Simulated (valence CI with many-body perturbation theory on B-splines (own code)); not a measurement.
Energy levels of Ir²⁷⁺

Level of theory: relativistic CI+MBPT: four valence electrons over a frozen Dirac-Fock core [Kr] 4d10, radial functions for each j: 7 s, 7 p, 7 d, 7 f, 4 g, 2 h, with the one-electron correlation potential Σ1, the two-electron term Σ2, the three-electron term Σ3, Breit, model QED; selected CI, second order for the rest, scaled by the run's own slope (own B-spline code, finite nucleus).

No measured spectrum was set against this ion. As an estimate, large intervals hold to a few tenths of a per cent, small ones and those within an open d or f shell to about a per cent. Excitations out of the core, of the other parity, are not computed and may begin above about 176 eV (a cautious bound); beyond it only levels of the ground parity were kept, without lifetimes.

Levels 1 to 45 of 203, with energies above the lowest level, (4f5/2^4) J=4. "Leading %" is the weight of the configuration and term that name the level; weights of strongly mixed levels are sums over their largest components and can fall short. In the jj column 3d3/2^4 stands for four electrons in 3d with j = 3/2. Lifetimes count E1, E2, E3, M1 and M2 decay at the calculated energies, and are blank where another channel may lead or the interval is too uncertain; long ones can be off by a factor of two.

| No. | Configuration | Term | J | E (eV) | Leading % | Lifetime | g | Leading jj |
| --- | --- | --- | --- | --- | --- | --- | --- | --- |
| 1 | 4f4 | 5I | 4 | 0.000 | 76 |  | 0.655 | 4f5/2^4 (66 %) |
| 2 | 4f4 | 5I | 5 | 2.512 | 88 | 2.29 ms | 0.912 | 4f5/2^3 4f7/2 (82 %) |
| 3 | 4f4 | 5I | 6 | 4.466 | 83 | 4.13 ms | 1.045 | 4f5/2^2 4f7/2^2 (52 %) |
| 4 | 4f4 | 5F | 2 | 4.639 | 29 | 39.0 s | 0.926 | 4f5/2^4 (85 %) |
| 5 | 4f4 | 5I | 7 | 5.864 | 61 | 14.7 ms | 1.105 | 4f5/2^3 4f7/2 (48 %) |
| 6 | 4f4 | 5F | 1 | 6.035 | 76 | 17.1 ms | 0.135 | 4f5/2^3 4f7/2 (91 %) |
| 7 | 4f4 | 3G | 4 | 6.153 | 28 | 1.16 ms | 1.014 | 4f5/2^3 4f7/2 (62 %) |
| 8 | 4f4 | 5I | 8 | 6.935 | 39 | 62.1 ms | 1.131 | 4f5/2^3 4f7/2 (56 %) |
| 9 | 4f4 | 5F | 3 | 7.038 | 59 | 4.81 ms | 1.119 | 4f5/2^3 4f7/2 (86 %) |
| 10 | 4f4 | 5G | 2 | 7.439 | 54 | 6.60 ms | 0.616 | 4f5/2^3 4f7/2 (84 %) |
| 11 | 4f4 | 5S | 2 | 7.764 | 52 | 8.53 ms | 1.632 | 4f5/2^3 4f7/2 (69 %) |
| 12 | 4f4 | 5G | 3 | 7.838 | 55 | 2.13 ms | 0.948 | 4f5/2^3 4f7/2 (94 %) |
| 13 | 4f4 | 3K | 6 | 8.558 | 78 | 777 μs | 0.897 | 4f5/2^2 4f7/2^2 (60 %) |
| 14 | 4f4 | 3G | 5 | 8.971 | 31 | 1.99 ms | 1.191 | 4f5/2^3 4f7/2 (56 %) |
| 15 | 4f4 | 3L | 7 | 9.189 | 52 | 1.10 ms | 0.987 | 4f5/2^3 4f7/2 (41 %) |
| 16 | 4f4 | 5F | 4 | 9.525 | 66 | 1.36 ms | 1.228 | 4f5/2^2 4f7/2^2 (70 %) |
| 17 | 4f4 | 3M | 8 | 9.926 | 41 | 1.76 ms | 1.041 | 4f5/2^3 4f7/2 (40 %) |
| 18 | 4f4 | 5G | 4 | 10.978 | 63 | 610 μs | 1.035 | 4f5/2^2 4f7/2^2 (81 %) |
| 19 | 4f4 | 5F | 2 | 11.243 | 30 | 739 μs | 1.150 | 4f5/2^2 4f7/2^2 (80 %) |
| 20 | 4f4 | 3G | 3 | 11.367 | 54 | 849 μs | 0.888 | 4f5/2^2 4f7/2^2 (89 %) |
| 21 | 4f4 | 5D | 0 | 11.481 | 57 | 687 ms |  | 4f5/2^4 (73 %) |
| 22 | 4f4 | 5F | 5 | 11.527 | 50 | 1.70 ms | 1.264 | 4f5/2^2 4f7/2^2 (54 %) |
| 23 | 4f4 | 3P | 1 | 12.087 | 57 | 925 μs | 1.032 | 4f5/2^2 4f7/2^2 (89 %) |
| 24 | 4f4 | 3F | 2 | 12.212 | 35 | 931 μs | 1.073 | 4f5/2^2 4f7/2^2 (69 %) |
| 25 | 4f4 | 3I | 5 | 12.521 | 53 | 993 μs | 0.952 | 4f5/2^2 4f7/2^2 (56 %) |
| 26 | 4f4 | 3L | 8 | 12.755 | 65 | 2.17 ms | 1.004 | 4f5/2^2 4f7/2^2 (92 %) |
| 27 | 4f4 | 3F | 4 | 12.811 | 48 | 1.19 ms | 1.197 | 4f5/2^2 4f7/2^2 (70 %) |
| 28 | 4f4 | 3M | 9 | 12.865 | 62 | 1.67 ms | 1.046 | 4f5/2^2 4f7/2^2 (98 %) |
| 29 | 4f4 | 3H | 5 | 12.932 | 46 | 1.10 ms | 1.126 | 4f5/2^2 4f7/2^2 (55 %) |
| 30 | 4f4 | 3D | 3 | 12.972 | 43 | 1.88 ms | 1.255 | 4f5/2^2 4f7/2^2 (80 %) |
| 31 | 4f4 | 5G | 6 | 12.982 | 55 | 1.90 ms | 1.232 | 4f5/2^2 4f7/2^2 (57 %) |
| 32 | 4f4 | 3P | 0 | 13.197 | 89 | 3.55 ms |  | 4f5/2^2 4f7/2^2 (95 %) |
| 33 | 4f4 | 5D | 1 | 13.248 | 80 | 5.65 ms | 1.496 | 4f5/2^3 4f7/2 (83 %) |
| 34 | 4f4 | 3K | 7 | 13.568 | 53 | 467 μs | 0.984 | 4f5/2 4f7/2^3 (70 %) |
| 35 | 4f4 | 3F | 2 | 13.803 | 49 | 467 μs | 0.720 | 4f5/2^2 4f7/2^2 (91 %) |
| 36 | 4f4 | 3I | 6 | 13.946 | 50 | 3.01 ms | 1.089 | 4f5/2^2 4f7/2^2 (72 %) |
| 37 | 4f4 | 3F | 4 | 14.117 | 33 | 1.38 ms | 1.090 | 4f5/2^3 4f7/2 (64 %) |
| 38 | 4f4 | 3M | 8 | 14.171 | 35 | 624 μs | 1.047 | 4f5/2 4f7/2^3 (42 %) |
| 39 | 4f4 | 5D | 2 | 14.724 | 79 | 3.30 ms | 1.449 | 4f5/2^2 4f7/2^2 (58 %) |
| 40 | 4f4 | 3I | 7 | 14.806 | 62 | 1.55 ms | 1.085 | 4f5/2^2 4f7/2^2 (78 %) |
| 41 | 4f4 | 3H | 6 | 15.162 | 51 | 891 μs | 1.123 | 4f5/2^2 4f7/2^2 (51 %) |
| 42 | 4f4 | 3G | 4 | 15.210 | 58 | 627 μs | 1.070 | 4f5/2 4f7/2^3 (61 %) |
| 43 | 4f4 | 3M | 10 | 15.407 | 82 | 9.32 ms | 1.079 | 4f5/2^2 4f7/2^2 (71 %) |
| 44 | 4f4 | 5D | 3 | 15.752 | 44 | 1.57 ms | 1.306 | 4f5/2^2 4f7/2^2 (52 %) |
| 45 | 4f4 | 3F | 3 | 16.424 | 68 | 714 μs | 1.104 | 4f5/2 4f7/2^3 (51 %) |

Where two levels of one J and parity lie close, their mixing, g and order are uncertain.

The ionisation energy to 4f3 4I°_9/2 of the next ion comes out as 902.76 eV (NIST: 920 ± 50 eV (theoretical)). All 203 levels together are meant to be complete up to 175.827 eV.
